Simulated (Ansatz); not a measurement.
Cost and result for the atomization energy of C3H10Si2 (`[SiH3]/C=C/C[SiH3]`) (15 atoms, 14 bonds).

Cartesian coordinates in Å:
```
Si 0.119 -1.990 1.978
C 0.612 -0.972 0.511
C 0.297 0.320 0.386
C 0.619 1.187 -0.779
Si -0.906 1.447 -1.862
H 1.311 -2.548 2.674
H -0.640 -1.131 2.926
H -0.734 -3.143 1.576
H 1.185 -1.437 -0.291
H -0.279 0.799 1.178
H 0.961 2.174 -0.450
H 1.407 0.746 -1.395
H -0.602 2.409 -2.956
H -2.022 1.989 -1.042
H -1.328 0.151 -2.454
```

Charge 0, multiplicity 1. Geometry: relaxed with PBE0-D4/def2-TZVP. It is one conformer, not always the lowest. Program: Ansatz. All runs use 4 threads of an Arm Neoverse V1 on a shared host. Times are those of one run each, without the atoms' runs, and a repeat can differ threefold. Electronic energies, without spin–orbit coupling; frozen cores. CCSD(T)/CBS adds CCSD(T) − MP2 in def2-TZVPP to the MP2 limit, and its time is that of the two runs behind it. T1 = 0.012. B3LYP takes the VWN-RPA correlation (the form of Gaussian; ORCA's B3LYP/G).

CCSD(T)/CBS is a level of theory with its own doubt, some kJ/mol a heavy atom from the limit and from the frozen cores, so smaller differences don't rank the functionals.

| level | functions | wall time | atomization (kJ/mol) | difference from CCSD(T)/CBS | per bond |
| --- | --- | --- | --- | --- | --- |
| PBE-D4/def2-TZVPP (with forces) | 317 | 3.9 s | 5391.7 | 31.5 | 2.2 |
| PBE0-D4/def2-TZVPP | 317 | 5.5 s | 5353.3 | -6.9 | -0.5 |
| r2SCAN-D4/def2-TZVPP (with forces) | 317 | 7.5 s | 5364.9 | 4.7 | 0.3 |
| B3LYP-D4/def2-TZVPP (with forces) | 317 | 8 s | 5366.9 | 6.7 | 0.5 |
| B2PLYP/def2-TZVPP | 317 | 9 s | 5302.1 | -58.1 | -4.2 |
| ωB97X-V/def2-TZVPP | 317 | 12 s | 5380.6 | 20.4 | 1.5 |
| ωB97M-V/def2-TZVPP (with forces) | 317 | 18 s | 5370.4 | 10.2 | 0.7 |
| MP2/def2-QZVPP | 611 | 46 s | 5327.4 | -32.8 | -2.3 |
| CCSD(T)/def2-TZVPP | 317 | 20 min | 5240.4 | -119.8 | -8.6 |
| CCSD(T)/CBS(def2) | – | 21 min | 5360.2 | 0.0 | 0.0 |

The D4 term adds +51.8 kJ/mol with B3LYP and +27.6 kJ/mol with PBE0; it sums over pairs of atoms, weighted by their polarisabilities, and B3LYP, whose exchange is more repulsive, gets the larger term. In def2-TZVPP, CCSD(T) changes the Hartree–Fock value by +1151.0 kJ/mol (the triples alone add +59.4 kJ/mol) and MP2 by +1166.9 kJ/mol; breaking electron pairs costs correlation energy, which Hartree–Fock lacks. From PBE to PBE0 (25 % exact exchange), in def2-TZVPP and without D4, the atomization energy moves by −33.6 kJ/mol: exact exchange takes away binding that semilocal exchange gives to molecules.
